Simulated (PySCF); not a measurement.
## Spinor energies of Au⁴⁷⁺ (gold, charge +47)

Start: [Ar] 3d10 4s2 4p2; 4p1/2 filled at m_j = -1/2, +1/2. Calculated with PySCF 2.14 in an uncontracted even-tempered set (16 s from 6.6 bohr⁻², ratio 2.8; 13 p from 8.5 bohr⁻², ratio 2.8; 8 d from 15 bohr⁻², ratio 2.8; 4 f from 36 bohr⁻², ratio 3): generalised Hartree-Fock with the X2C-1e Hamiltonian and a Gaussian nucleus; one run each with spin-orbit coupling (SO) switched off, then screened by Boettger's factors.

| spinor shell | electrons | ε, spin-free (eV) | ε, screened SO (eV) | weight of nominal j (screened SO) | rms radius, screened SO (bohr) |
| --- | --- | --- | --- | --- | --- |
| 1s1/2 | 2 | -83636.2 | -83598.3 | 1.000 | 0.0190 |
| 2s1/2 | 2 | -16900.5 | -16885.7 | 1.000 | 0.0767 |
| 2p1/2 | 2 | -14954.3 | -16278.0 | 1.000 | 0.0650 |
| 2p3/2 | 4 | -14954.3 | -14427.3 | 1.000 | 0.0729 |
| 3s1/2 | 2 | -5790.6 | -5783.4 | 1.000 | 0.194 |
| 3p1/2 | 2 | -5212.1 | -5519.6 | 1.000 | 0.185 |
| 3p3/2 | 4 | -5212.1 | -5083.0 | 1.000 | 0.200 |
| 3d3/2 | 4 | -4610.0 | -4661.0 | 1.000 | 0.174 |
| 3d5/2 | 6 | -4610.0 | -4567.0 | 1.000 | 0.178 |
| 4s1/2 | 2 | -2735.3 | -2732.7 | 1.000 | 0.405 |
| 4p1/2 | 2 | -2542.9 | -2633.0 | 1.000 | 0.394 |

| quantity | spin-free | screened SO |
| --- | --- | --- |
| E (hartree) | -17430.97014 | -17466.18669 |
| M_J | 0 | 0 |
| ⟨J²⟩ | 2.001 | 0.000 |
| ⟨L²⟩ | 2.001 | 1.389 |
| ⟨S²⟩ | 2.000 | 1.389 |

Breit and QED terms are absent; they matter most for the inner s and p1/2 levels.

Densities and radii are taken from the X2C orbitals without a picture-change correction, which distorts them close to the nucleus.

Without spin-orbit coupling the j labels of p, d and f shells carry no meaning; the spin-free column gives the mean over the occupied spinors of each nl shell.
